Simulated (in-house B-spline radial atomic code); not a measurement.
Rb. Computed with a B-spline radial atomic code. Model: non-relativistic spherical atom: semilocal Troullier-Martins pseudo-atom, one channel per l, against all electrons, high spin, G0W0 and RPA with empty states to l = 8, local potential for every l without a channel, a model core (radius 0 = none) keeps its share of the functional.

The core holds an angular momentum without a channel of its own, so the local potential lets valence electrons into it.

Without relativity these are model numbers for so heavy an element.

What the tables leave out is listed at the end.

The pseudopotential gives back the lowest level of each angular momentum of its own functional in the configuration it was made in; a second state of the same l is only approximately right. Exact exchange, RPA and GW see the smooth pseudo-orbitals and miss the exchange with the core, for which the functional's share stands in. The column with an uncorrelated core keeps all orbitals and exact exchange, and so separates missing core correlation from pseudisation. Only the three outermost levels and the lowest empty one were computed. RPA here is direct RPA, with no exchange kernel, and its energies carry an (l + 1/2)⁻⁴ tail. A hybrid on a potential with a model core restores only its own semilocal share of the core's exchange.

Command:
```bash
python run_psgw.py task.json out
```
Settings (lengths in bohr, energies in hartree):
```
Z                      37
electrons              37
configuration          [Kr] 5s1
generated_in           [Kr] 5s1
functional             pbe,pbe
core_shells            7
radius_factor          1.3
core_correction        False
ion_configuration      [Ar] 3d10 4s2 4p6
```

Cost of the run: 28 s on 1 thread of Intel(R) Xeon(R) 6975P-C (Granite Rapids), with other jobs on the host.

Given: made with PBE; model core radius 0 bohr; local radius 2.113 bohr; mean-field start PBE0.

Valence shells of the generating configuration: 4p, 5s.

Channel: s 3.4, p 1.886 (radii in bohr).

Computed: largest level miss in the spin-unpolarised generating configuration 0.001 eV; valence RPA correlation energy all-electron orbitals -0.26893 hartree; all-electron RPA polarisability, core included 156.33 bohr³; pseudo-atom RPA polarisability 140.6 bohr³; ionisation by mean-field all-electron 4.1387 eV; ionisation by mean-field pseudo minus all 0.125 eV; ionisation by RPA pseudo minus all 0.25 eV.

```tsv
level	occupied	mean-field all-electron (eV)	mean-field pseudo minus all (eV)	G0W0 all-electron (eV)	G0W0 uncorrelated core minus all (eV)	G0W0 pseudo minus all (eV)	exchange self-energy all-electron (eV)	exchange self-energy pseudo (eV)
5s up	1	-2.8266	-0.084	-4.3496	0.02	-0.203	-5.4365	-5.6491
5s down (empty)	0	-1.0449	-0.056	-0.40181	0.022	-0.082	-0.85353	-0.89307
```

Q: What is the valence RPA correlation energy pseudo?

A: -0.37457 hartree.

Q: What is the ionisation by RPA all-electron?

A: 4.4213 eV.

Given: mean-field start Hartree-Fock.

Computed: valence RPA correlation energy all-electron orbitals -0.21796 hartree; valence RPA correlation energy pseudo -0.31675 hartree; ionisation by mean-field all-electron 3.7453 eV; ionisation by mean-field pseudo minus all 0.51 eV; ionisation by RPA all-electron 4.2123 eV; ionisation by RPA pseudo minus all 0.297 eV.

| level | occupied | mean-field all-electron (eV) | mean-field pseudo minus all (eV) | G0W0 all-electron (eV) | G0W0 uncorrelated core minus all (eV) | G0W0 pseudo minus all (eV) | exchange self-energy all-electron (eV) | exchange self-energy pseudo (eV) |
| --- | --- | --- | --- | --- | --- | --- | --- | --- |
| 5s up | 1 | -3.7582 | -0.554 | -4.2895 | 0.019 | -0.347 | -4.9959 | -6.1702 |
| 4p down | 1 | -22.019 | 2.419 | -22.115 | -0.126 | 1.718 | -24.26 | -17.049 |
| 4p up | 1 | -22.06 | 2.225 | -22.153 | -0.128 | 1.671 | -24.219 | -17.142 |

Q: What is the pseudo-atom RPA polarisability?

A: 77.186 bohr³.

Q: What is the all-electron RPA polarisability, core included?

A: 117.25 bohr³.

Among the listed levels the largest G0W0 shift of the pseudo-atom is +1.72 eV, for 4p down on the Hartree-Fock start, while leaving the core uncorrelated moves that level by -0.13 eV. So pseudisation and the lost core exchange, not the missing core correlation, make the error. Not in the tables (levels of low weight, unsolved or above zero; the highest and the empty levels are kept at any weight): on PBE, a start not tabulated, the G0W0 levels 5s up (pseudo minus all -0.11 eV, weights 0.54 and 0.60), 4p down (pseudo minus all +0.19 eV, weights 0.06 and 0.07), 4p up (pseudo minus all +1.05 eV, weights 0.06 and 0.12), 5s down (pseudo minus all -0.16 eV, weights 0.74 and 0.71); on PBE0 the G0W0 levels 4p down (pseudo minus all +1.37 eV, weights 0.48 and 0.04), 4p up (pseudo minus all +1.35 eV, weights 0.47 and 0.04).
